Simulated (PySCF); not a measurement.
# Solvent effects on NMR parameters

Atoms are numbered as in `[N:1]#[C:2][c:3]1[n:4][cH:5][s:6][n:7]1` (H(Xn): hydrogen on atom n).

GIAO PBE0/pcSseg-1 in PySCF 2.14.0 with density-fitted response routines on one PBE0-D3(BJ)/def2-SVP conformer, non-relativistic, equivalent nuclei averaged. Solvents enter as an IEF-PCM continuum (chloroform with ε = 4.7, water with ε = 78.4) around the gas-phase geometry. Shifts are referred to TMS, CS2 computed in the same medium.

Gas phase, δ in ppm: C5 179.5, C3 152.9, C2 117.7, S6 458.5, H(C5) 9.47. Dipole moment 5.53 D.

Problem. How does each δ change in the continuum?

Solution. 
| atoms | environment | Δδ, chloroform | Δδ, water |
| --- | --- | --- | --- |
| C5 | aromatic CH between two ring heteroatoms | +4.8 | +6.9 |
| C3 | substituted aromatic carbon next to a ring nitrogen | -0.8 | -1.2 |
| C2 | nitrile carbon | +2.9 | +4.1 |
| S6 | aromatic ring sulfur | +12.8 | +18.4 |
| H(C5) | hydrogen on an aromatic CH between two ring heteroatoms | +0.38 | +0.54 |

Changes are relative to the gas phase. The dipole moment becomes 6.83 D in chloroform, 7.39 D in water.

Problem. Which nuclei move most (in ppm), and what does the model miss?

Solution. S6 (aromatic ring sulfur, +18.4 ppm) in water. A continuum only polarises the solute; specific hydrogen bonds, the anisotropy of aromatic solvents and changes of geometry or conformer are outside it.
